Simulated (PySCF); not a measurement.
C₂H₂, charge -1, doublet, at a GFN2-xTB geometry (a state made from the parent by changing its charge; the spin is typed, not shown lowest) (in this run its highest filled SCF level lies above zero, so its values depend strongly on the basis, on diffuse functions most of all); B3LYP5/6-311G** in PySCF.

Here is a job for PySCF.
```python
from pyscf import gto, scf, dft

mol = gto.Mole()
mol.atom = '''
    C    -0.56204551    0.17493404   -0.26216513
    C     0.63485961   -0.02704543    0.10700208
    H    -1.59838304   -0.21079882    0.03986737
    H     1.16149843   -0.67653281    0.89111090
'''
mol.basis = '6-311g**'
mol.charge = -1
mol.spin = 1
mol.verbose = 4
mol.build()

mf = dft.UKS(mol)
mf.xc = 'b3lyp5'
mf.kernel()
```

Question: Write the output that PySCF gives for this input, abridged.

Answer: 
```
PySCF version 2.14.0

[INPUT] verbose = 4
[INPUT] num. atoms = 4
[INPUT] num. electrons = 15
[INPUT] charge = -1
[INPUT] spin (= nelec alpha-beta = 2S) = 1
[INPUT] symmetry False subgroup None
[INPUT] Mole.unit = angstrom
[INPUT] Symbol           X                Y                Z      unit          X                Y                Z       unit  Magmom
[INPUT]  1 C     -0.562045510000   0.174934040000  -0.262165130000 AA   -1.062112083441   0.330577425464  -0.495420295111 Bohr   0.0
[INPUT]  2 C      0.634859610000  -0.027045430000   0.107002080000 AA    1.199710790448  -0.051108455621   0.202204625959 Bohr   0.0
[INPUT]  3 H     -1.598383040000  -0.210798820000   0.039867370000 AA   -3.020506187750  -0.398352037181   0.075338410607 Bohr   0.0
[INPUT]  4 H      1.161498430000  -0.676532810000   0.891110900000 AA    2.194913926812  -1.278461725182   1.683955547615 Bohr   0.0

nuclear repulsion = 23.5685331703471
number of shells = 24
number of NR pGTOs = 78
number of NR cGTOs = 48
basis = 6-311g**
ecp = {}

******** <class 'pyscf.dft.uks.UKS'> ********
method = UKS
initial guess = minao
damping factor = 0
level_shift factor = 0
DIIS = <class 'pyscf.scf.diis.CDIIS'>
diis_start_cycle = 1
diis_space = 8
diis_damp = 0
SCF conv_tol = 1e-09
SCF conv_tol_grad = None
SCF max_cycles = 50
direct_scf = True
direct_scf_tol = 1e-13
number electrons alpha = 8  beta = 7
XC library pyscf.dft.libxc version 7.1.2
    S. Lehtola, C. Steigemann, M. J. T. Oliveira, and M. A. L. Marques,  SoftwareX 7, 1–5 (2018)
XC functionals = b3lyp5
    P. A. M. Dirac,  Math. Proc. Cambridge Philos. Soc. 26, 376 (1930)
    F. Bloch,  Z. Phys. 57, 545 (1929)
    A. D. Becke,  Phys. Rev. A 38, 3098 (1988)
    C. Lee, W. Yang, and R. G. Parr,  Phys. Rev. B 37, 785 (1988)
    B. Miehlich, A. Savin, H. Stoll, and H. Preuss,  Chem. Phys. Lett. 157, 200 (1989)
    S. H. Vosko, L. Wilk, and M. Nusair,  Can. J. Phys. 58, 1200 (1980)
radial grids:
    Treutler-Ahlrichs [JCP 102, 346 (1995); DOI:10.1063/1.469408] (M4) radial grids

becke partition: Becke, JCP 88, 2547 (1988); DOI:10.1063/1.454033
pruning grids: <function nwchem_prune>
grids dens level: 3
symmetrized grids: False
atomic radii adjust function: <function treutler_atomic_radii_adjust>
small_rho_cutoff = 0
Set gradient conv threshold to 3.16228e-05
tot grids = 47856
init E= -77.2455777727443

cycle= 1 E= -77.1311860318008  delta_E= 0.114  |g|= 0.379  |ddm|= 1.25
cycle= 2 E= -77.075223281065  delta_E= 0.056  |g|=  0.5  |ddm|= 2.22
cycle= 3 E= -77.2267125378967  delta_E= -0.151  |g|= 0.00954  |ddm|= 1.41
cycle= 4 E= -77.2268179530406  delta_E= -0.000105  |g|= 0.00325  |ddm|= 0.0346
cycle= 5 E= -77.2268272974339  delta_E= -9.34e-06  |g|= 0.00107  |ddm|= 0.0109
cycle= 6 E= -77.2268285013226  delta_E= -1.2e-06  |g|= 0.000129  |ddm|= 0.00301
cycle= 7 E= -77.2268285260595  delta_E= -2.47e-08  |g|= 3.31e-05  |ddm|= 0.000723
cycle= 8 E= -77.2268285270231  delta_E= -9.64e-10  |g|= 8.16e-06  |ddm|= 9.73e-05
Extra cycle  E= -77.2268285270714  delta_E= -4.84e-11  |g|= 8.28e-06  |ddm|= 4.44e-05
converged SCF energy = -77.2268285270714  <S^2> = 0.75554224  2S+1 = 2.0055346
```
